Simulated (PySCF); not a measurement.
# Two-component Hartree-Fock for V³⁺ (vanadium, charge +3)

Start: [Ar] 3d2; 3d3/2 filled at m_j = +1/2, +3/2. Calculated with PySCF 2.14 in x2c-SVPall-2c (5s5p3d1f, 42 functions): generalised Hartree-Fock with the X2C-1e Hamiltonian and a Gaussian nucleus; one run each with spin-orbit coupling (SO) switched off, then screened by Boettger's factors.

| spinor shell | electrons | ε, spin-free (eV) | ε, screened SO (eV) | weight of nominal j (screened SO) | rms radius, screened SO (bohr) |
| --- | --- | --- | --- | --- | --- |
| 1s1/2 | 2 | -5555.8 | -5555.8 | 1.000 | 0.0768 |
| 2s1/2 | 2 | -694.41 | -694.40 | 1.000 | 0.332 |
| 2p1/2 | 2 | -583.30 | -588.56 | 0.990 | 0.301 |
| 2p3/2 | 4 | -583.30 | -580.68 | 0.995 | 0.303 |
| 3s1/2 | 2 | -122.23 | -122.22 | 1.000 | 1.01 |
| 3p1/2 | 2 | -89.167 | -90.956 | 0.655 | 1.09 |
| 3d3/2 | 2 | -47.845 | -47.862 | 0.726 | 1.28 |

**Question.** Where does 3p3/2 lie, and what is the 3p spin-orbit splitting (screened SO)?

**Answer.** At -88.269 eV, 2.688 eV above 3p1/2.

```json
{"quantity": "E (hartree)", "spin-free": "-946.24502", "screened SO": "-946.25224"}
{"quantity": "M_J", "spin-free": "2", "screened SO": "2"}
{"quantity": "⟨J²⟩", "spin-free": "8.004", "screened SO": "7.814"}
{"quantity": "⟨L²⟩", "spin-free": "12.004", "screened SO": "11.998"}
{"quantity": "⟨S²⟩", "spin-free": "2.000", "screened SO": "1.999"}
```

The determinant has a definite M_J but mixes levels of different J.

Each row is a mean over spinors that exchange with the open shell spreads, by up to 8.897 eV (3p1/2).

Rows whose weight is well below 1 are mixtures of j = l ± 1/2: exchange outweighs spin-orbit coupling there, and the label is only the starting occupation.

Without spin-orbit coupling the j labels of p, d and f shells carry no meaning; the spin-free column gives the mean over the occupied spinors of each nl shell, and its ⟨J²⟩ belongs to a mixture of degenerate components.
